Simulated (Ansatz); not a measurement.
The same path of BH$_{5}$N$_{2}$O (9 atoms, charge 0, multiplicity 1) was run twice with different band settings.

Theory: RKS PBE0/STO-3G in Ansatz 0.2.0.

Relaxed end points:

```xyz
9
Properties=species:S:1:pos:R:3
N -0.503 0.692 -0.888
B -0.055 -0.044 0.249
N 1.068 -0.907 0.154
O -0.681 0.026 1.490
H 0.029 0.723 -1.771
H -1.191 1.459 -0.830
H 1.323 -1.551 0.917
H 1.540 -1.131 -0.734
H -1.440 0.686 1.397
```

```xyz
9
Properties=species:S:1:pos:R:3
N -0.399 0.812 -0.838
B -0.061 -0.050 0.247
N 0.997 -0.988 0.122
O -0.722 -0.019 1.472
H -1.250 1.393 -0.858
H 0.029 0.725 -1.772
H 1.607 -1.055 -0.705
H 1.330 -1.550 0.918
H -1.442 0.686 1.397
```

Common settings: movable images 5; climbing image yes; optimiser quadratic models (default); start path through a guess of the saddle point; force threshold 0.03 eV/Å; iteration limit 60; end points relaxed.

| run | spring |
| --- | --- |
| 1 | 5.0 eV/Å² |
| 2 | 0.1 eV/Å² |

**Question.** What does each run give, and how far can it be trusted?

**Answer.** Run 1: converged after 22 iterations, highest image 0.496 eV above the first end. The profile has 2 maxima (images 1, 4) with wells between them (image 3): this band takes more than one step, which may be the mechanism or a detour left from its start path. A vibrational analysis at the climbing image gives one clearly imaginary mode, 366i cm⁻¹: a first-order saddle point.
Run 2: converged after 45 iterations, highest image 0.496 eV above the first end. The profile has 2 maxima (images 2, 5) with wells between them (image 4): this band takes more than one step, which may be the mechanism or a detour left from its start path. Another band between the same ends (5 images) ends at a top of the same energy, where a vibrational analysis finds 1 clearly imaginary mode.
Limits of this set-up: minimal basis.
